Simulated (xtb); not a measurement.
C$_{2}$H$_{6}$N, charge -1, singlet, geometry from GFN2-xTB. Base run: GFN2-xTB (xtb 6.7.1).

xtb was given this input:
```
$ xtb mol.xyz --gfn 2 --chrg -1 --json

# file mol.xyz
9

C      0.06838840    -0.34344719     1.28001260
N     -0.02031578     0.57728452     0.03028326
C     -0.01464409    -0.23244926    -1.15661628
H      0.07446949     0.42980237     2.12358233
H     -1.00128293    -0.74920637     1.34561699
H      0.85112316     1.11606852     0.04720825
H      0.82050456    -0.96673735    -1.22449252
H      0.01871469     0.39617056    -2.06419785
H     -0.94378425    -0.81171072    -1.18007793
```

The base run was repeated with changes; each row names its change, and settings that it needs were set with it.

```csv
change,ΔE vs base (kcal/mol),HOMO-LUMO gap (eV),G_solv (kcal/mol),SCF cycles
base,0.000,7.90,-,10
acc = 1000,0.003,7.88,-,5
alpb = water,[?],[?],[?],10
etemp = 1000,0.000,7.90,-,10
alpb = benzene,-54.23,8.04,-54.68,10
alpb = ch2cl2,[?],[?],[?],10
alpb = ether,-54.68,8.10,-55.87,10
```

Problem. What belongs in the gaps?

Solution. 
- alpb = water, ΔE vs base (kcal/mol): -71.1
- alpb = water, HOMO-LUMO gap (eV): 8.21
- alpb = water, G_solv (kcal/mol): -73.96
- alpb = ch2cl2, ΔE vs base (kcal/mol): -59.82
- alpb = ch2cl2, HOMO-LUMO gap (eV): 8.07
- alpb = ch2cl2, G_solv (kcal/mol): -60.55

ALPB and GBSA are two models with their own fitted parameters for each solvent, which aren't always the measured dielectric constant.
